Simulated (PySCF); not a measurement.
B3LYP has the VWN-RPA correlation part, as in Gaussian. Delta-SCF ions had no search for a lower state. 

# H5AlSi, SMILES `[AlH2][SiH3]` (charge 0, multiplicity 1)

Method: PySCF with B3LYP-D3(BJ)/def2-TZVP.

The HOMO comes out as -7.42 eV. The dipole moment is 0.27 D and the LUMO is -2.30 eV. The HOMO–LUMO gap is 5.12 eV, the S1 excitation (TDA) is 4.12 eV and the S1 oscillator strength comes out as 0.006. The T1 excitation (TDA) comes out as 3.49 eV. The S1–T1 gap (TDA) is 0.63 eV and the vertical ionisation energy (Delta-SCF) comes out as 9.71 eV. The total energy is -534.9683 Ha. The cost is very roughly 26 core-seconds.

```xyz
7

Al     1.4100    -0.0130     0.0172
Si    -1.0493     0.0328    -0.0232
H      2.1639    -1.4045     0.0728
H      2.2661     1.3187     0.0020
H     -1.5955    -0.4832     1.2621
H     -1.5834    -0.8430    -1.1009
H     -1.6118     1.3922    -0.2300
```
Charge 0, spin multiplicity 1.
